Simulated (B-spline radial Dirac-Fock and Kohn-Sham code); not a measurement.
Pm⁵⁺: input and output of one calculation

ΔSCF core binding energies without Breit or QED terms, calculated with a radial atomic solver. Keys: rel is the Hamiltonian (dirac, or spin-free x2c and nr, where L3 and M5 stand for the whole 2p and 3d shells), method is hf or an exchange,correlation pair (spin-unpolarised, also for the hole states), nuc the nuclear model, radius_factor scales its radius, rmax is the box in bohr, h the logarithmic mesh step, order the B-spline order, points the quadrature points per cell, c_factor scales the speed of light, and damp, ndamp, maxit and tol steer the iteration. The run stops when the commutator error falls below 10·tol·max(1, Z/10), or the numerical noise floor, and the energy has settled to about 1e-8 Ha; the virial ratio is −V/T.

Input (task.json):

```json
{"items": [{"Z": 61, "q": 5, "cfg": [[1, 0, 2], [2, 0, 2], [2, 1, 6], [3, 0, 2], [3, 1, 6], [3, 2, 10], [4, 0, 2], [4, 1, 6], [4, 2, 10], [4, 3, 3], [5, 0, 2], [5, 1, 5]], "A": 145, "rrms": 4.962, "do": "settings", "holes": ["K", "L3", "M5"],
  "settings": [{"rel": "dirac", "method": "hf", "nuc": "fermi", "radius_factor": 1.0, "rmax": 45.0, "h": 0.3, "order": 8, "points": 10, "c_factor": 1.0, "maxit": 60, "damp": 0.5, "ndamp": 3, "tol": 1e-08}]}]}
```

Command: `python xray2_run.py task.json out`

Ground-state iterations:

```
iter   energy (Ha)        error
   1    -9994.44334318  2.02e+00
   2   -10009.60006278  8.31e-01
   3   -10016.35854039  2.03e-01
   4   -10016.86419423  6.54e-02
   5   -10016.89722419  2.69e-02
   6   -10016.90572053  3.48e-03
   7   -10016.90581445  9.88e-04
   8   -10016.90582072  1.68e-04
   9   -10016.90582094  6.25e-06
  10   -10016.90582094  1.64e-07
```

The ground state converged in 10 iterations, with total energy -10016.90582 Ha, virial ratio 1.92487 and highest orbital energy -77.79 eV. ΔSCF binding energies: K (1s) 45444.9 eV, L3 (2p3/2) 6553.1 eV, M5 (3d5/2) 1110.5 eV.
